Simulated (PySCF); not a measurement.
C4H4F2.

```xyz
10

C      1.0166     1.4473     2.0795
C      0.8363     0.5409     1.2984
C      0.5930    -0.5493     0.3600
C     -0.6627    -0.3522    -0.4796
F     -0.8344    -1.4418    -1.2748
F     -0.5257     0.7319    -1.2819
H      1.1839     2.2532     2.7690
H      0.4902    -1.5058     0.8992
H      1.4381    -0.6605    -0.3408
H     -1.5713    -0.2180     0.1333
```

The structure is a stationary point at B3LYP-D3(BJ)/def2-SVP. Other conformers were not sampled.

Method: PBE0/pcSseg-1 run with PySCF. Non-relativistic, no solvent.

Computed absolute GIAO shielding of each atom: isotropic value and principal components (ppm):
```json
[
 {"atom": "C1", "σ(iso)": "105.9", "σ11": "28.1", "σ22": "33.7", "σ33": "255.9", "span": "227.9"},
 {"atom": "C2", "σ(iso)": "105.3", "σ11": "10.0", "σ22": "12.3", "σ33": "293.6", "span": "283.7"},
 {"atom": "C3", "σ(iso)": "156.1", "σ11": "138.0", "σ22": "154.9", "σ33": "175.5", "span": "37.5"},
 {"atom": "C4", "σ(iso)": "64.8", "σ11": "47.1", "σ22": "67.4", "σ33": "79.8", "span": "32.6"},
 {"atom": "F5", "σ(iso)": "300.7", "σ11": "203.2", "σ22": "333.2", "σ33": "365.7", "span": "162.5"},
 {"atom": "F6", "σ(iso)": "302.9", "σ11": "208.7", "σ22": "332.0", "σ33": "368.1", "span": "159.5"},
 {"atom": "H7", "σ(iso)": "29.3", "σ11": "24.2", "σ22": "24.3", "σ33": "39.4", "span": "15.2"},
 {"atom": "H8", "σ(iso)": "28.8", "σ11": "23.7", "σ22": "28.6", "σ33": "34.0", "span": "10.3"},
 {"atom": "H9", "σ(iso)": "28.6", "σ11": "24.6", "σ22": "28.1", "σ33": "32.9", "span": "8.4"},
 {"atom": "H10", "σ(iso)": "25.4", "σ11": "23.4", "σ22": "24.6", "σ33": "28.3", "span": "4.9"}
]
```
